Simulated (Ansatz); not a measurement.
Geometry optimisation, RKS PBE/def2-SVP in Ansatz.

The input (input.yaml):

```yaml
crystal:
  periodic: [false, false, false]
  atoms:
    - { symbol: Al, position_ang: [0.0, 0.0, 0.0] }
    - { symbol: Cl, position_ang: [0.0, 0.0, 2.23] }
    - { symbol: F, position_ang: [1.4635, 0.0, -0.845] }
    - { symbol: O, position_ang: [-1.5415, 0.0, -0.89] }
    - { symbol: H, position_ang: [-2.0512, -0.8467, -0.6815] }
basis:
  gaussian: { orbitals: def2-SVP }
hamiltonian:
  xc: pbe
relax:
  f_tol: 0.02
  max_steps: 40
```

Launched with:

```bash
$ ansatz run input.yaml --threads 1 --pin off --max-ram 2048MiB --backend cpu --events-out ev --progress --plain --runs-dir out
```

Question: Where does it end, and by what steps?

Answer: The run converged. After 8 steps the energy has fallen by 0.355 eV; O4 moved furthest, 0.40 Å.

```json
{"step": "0", "energy less start (eV)": "0.0000", "largest force component (eV/Å)": "1.747", "accepted": "yes"}
{"step": "1", "energy less start (eV)": "-0.1883", "largest force component (eV/Å)": "1.416", "accepted": "yes"}
{"step": "2", "energy less start (eV)": "-0.2412", "largest force component (eV/Å)": "1.329", "accepted": "yes"}
{"step": "3", "energy less start (eV)": "-0.3364", "largest force component (eV/Å)": "0.606", "accepted": "yes"}
{"step": "4", "energy less start (eV)": "-0.3461", "largest force component (eV/Å)": "0.410", "accepted": "yes"}
{"step": "5", "energy less start (eV)": "-0.3490", "largest force component (eV/Å)": "0.420", "accepted": "yes"}
{"step": "6", "energy less start (eV)": "-0.3541", "largest force component (eV/Å)": "0.047", "accepted": "yes"}
{"step": "7", "energy less start (eV)": "-0.3551", "largest force component (eV/Å)": "0.024", "accepted": "yes"}
{"step": "8", "energy less start (eV)": "-0.3552", "largest force component (eV/Å)": "0.008", "accepted": "yes"}
```

```xyz
5
Properties=species:S:1:pos:R:3
Al 0.017 -0.084 0.006
Cl 0.001 -0.068 2.103
F 1.458 0.185 -0.783
O -1.365 -0.358 -0.948
H -2.240 -0.522 -0.565
```

Time of the run: 20 s on 1 thread of Arm Neoverse V2 (shared host), peak memory 0.15 GiB.
